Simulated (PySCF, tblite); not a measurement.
Isomers of C7H12FPSi, one GFN2-xTB conformer each. Single-point energies are computed at PBE0/pcSseg-1 (PySCF, gas phase, no added dispersion term), electronic only.

```csv
SMILES,GFN2-xTB relative energy (kcal/mol)
CCCp1cc(F)c([SiH3])c1,0.0
C=CC1=C(F)CP(C[SiH3])C1,3.5
```

Conformers: `[CH3:1][CH2:2][CH2:3][p:4]1[cH:5][c:6]([F:7])[c:8]([SiH3:9])[cH:10]1` with C1–C2–C3–P4 59°, C2–C3–P4–C5 76°; `[CH2:1]=[CH:2][C:3]1=[C:4]([F:5])[CH2:6][P:7]([CH2:8][SiH3:9])[CH2:10]1` with C1–C2–C3–C4 176°, C6–P7–C8–Si9 47°, C3–C4–C6–P7 -14°, C4–C6–P7–C8 -83°, C6–P7–C10–C3 -17°, C2–C3–C10–P7 -168°.

Q: What does PBE0/pcSseg-1 give for the same structures?

A: 
```json
{"SMILES": "C=CC1=C(F)CP(C[SiH3])C1", "PBE0/pcSseg-1 E (Eh)": "-1003.87512", "PBE0/pcSseg-1 (kcal/mol)": "0.0", "GFN2-xTB (kcal/mol)": "3.5", "point group": "C1"}
{"SMILES": "CCCp1cc(F)c([SiH3])c1", "PBE0/pcSseg-1 E (Eh)": "-1003.87424", "PBE0/pcSseg-1 (kcal/mol)": "0.5", "GFN2-xTB (kcal/mol)": "0.0", "point group": "C1"}
```

GFN2-xTB puts CCCp1cc(F)c([SiH3])c1 lowest instead. Neighbours under 2.5 kcal/mol apart (C=CC1=C(F)CP(C[SiH3])C1 and CCCp1cc(F)c([SiH3])c1) can change places with a better method, another conformer or zero-point energy.

Q: Which frontier levels, dipoles and rotational constants go with these structures?

A: 
| SMILES | HOMO (eV, PBE0/pcSseg-1) | LUMO (eV) | dipole (D) | A, B, C (MHz) |
| --- | --- | --- | --- | --- |
| C=CC1=C(F)CP(C[SiH3])C1 | -6.60 | -0.84 | 0.85 | 1143, 770.8, 739.9 |
| CCCp1cc(F)c([SiH3])c1 | -6.82 | -1.48 | 2.22 | 2233, 487.0, 435.7 |

Q: What happens when harmonic zero-point energies from GFN2-xTB frequencies are added?

A: 
```tsv
SMILES	ZPE (kcal/mol)	electronic (kcal/mol)	with ZPE (kcal/mol)
C=CC1=C(F)CP(C[SiH3])C1	102.0	0.0	0.0
CCCp1cc(F)c([SiH3])c1	102.6	0.5	1.2
```

The zero-point energies span 0.6 kcal/mol. The order is unchanged.
